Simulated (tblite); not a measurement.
What does the GFN2-xTB structure of `COC1=CO[Si@@H](CCl)[SiH2]1` look like in three dimensions?

```
atom  x, y, z in Å
C1    -3.3345    0.2485   -0.3495
O2    -2.1512    0.3340   -1.1077
C3    -0.9607    0.2975   -0.4399
C4    -0.8042    0.2143    0.8843
O5     0.4344    0.1674    1.4583
Si6    1.7862    0.3570    0.5326
C7     2.9348   -1.0948    1.0045
Cl8    4.5222   -0.8162    0.2507
Si9    0.6328    0.3446   -1.4681
H10   -4.1522    0.2921   -1.0667
H11   -3.4187    1.0841    0.3527
H12   -3.3825   -0.6941    0.2058
H13   -1.5923    0.1722    1.6226
H14    2.4155    1.5831    1.0322
H15    2.5898   -2.0640    0.6516
H16    3.1055   -1.1602    2.0765
H17    0.6993   -0.8251   -2.3511
H18    0.6672    1.5658   -2.2741
```

Any rigid rotation of these coordinates is as good. Atoms count from 1 in this order. The 5-membered ring C3–C4–O5–Si6–Si9 has internal angles of 87.1° to 121.7° (sum 540°, against 540° for a flat polygon); it is slightly puckered (a soft mode that the optimisation may not have finished), 0.04 Å rms from its mean plane, widest ring torsion 7°. O5 (silyl ether oxygen) is bent (angle 120.2°). Si6 (oxygen-bound silicon) has angles from 94.4° to 120.9°. Of the pairs four or more bonds apart, C1···H13 is among the closest relative to their van der Waals radii: 2.63 Å, 91 % of the sum of Bondi's values.

Bonds between heavy atoms (Å): C1–O2 1.408, O2–C3 1.365, C3=C4 1.336, C4–O5 1.366, O5–Si6 1.649, Si6–C7 1.910, C7–Cl8 1.779, Si6–Si9 2.309, C3–Si9 1.897.

Computed geometry: GFN2-xTB, gas phase.

Point group: C1 (no symmetry element, even within 0.4 Å). Its GFN2-xTB frequencies are all real (lowest 31 cm⁻¹). The numbers are those of one conformer (C1–O2–C3–C4 -1°, O5–Si6–C7–Cl8 -171°).
